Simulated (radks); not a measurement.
Q: The mean radii <r> (bohr) of the occupied orbitals of an atom or ion are listed with their occupations. Method: Dirac Kohn-Sham, PBE, spin-unpolarised, spherical densities, finite nucleus; Fermi nuclear charge, rms radius of each element as measured or else 0.836 A^(1/3) + 0.57 fm; computed with a radial shooting solver on a logarithmic mesh with Libxc functionals.

| orbital | occ. | <r> |
|---|---|---|
| 1s1/2 | 2 | 0.05846 |
| 2s1/2 | 2 | 0.2667 |
| 2p1/2 | 2 | 0.2335 |
| 2p3/2 | 4 | 0.2365 |
| 3s1/2 | 2 | 0.7971 |
| 3p1/2 | 2 | 0.8285 |
| 3p3/2 | 4 | 0.8368 |
| 3d3/2 | 1.6 | 0.9517 |
| 3d5/2 | 2.4 | 0.9550 |
| 4s1/2 | 2 | 2.338 |
| 5s1/2 | 2 | 6.287 |

Name the element and its charge. Open shells, if any, are shared by 2j + 1.

A: Z = 26, iron, charge 0: Fe in [Ar] 3d4 4s2 5s2. The 1s radius gives Z: for a bare nucleus <r> = (2 gamma + 1)/(2Z) with gamma = sqrt(1 - (Z/c)^2), 0.05699 bohr for Z = 26, and screening makes it slightly larger (0.05846 here). The occupations add up to 26, and the charge is Z minus that.
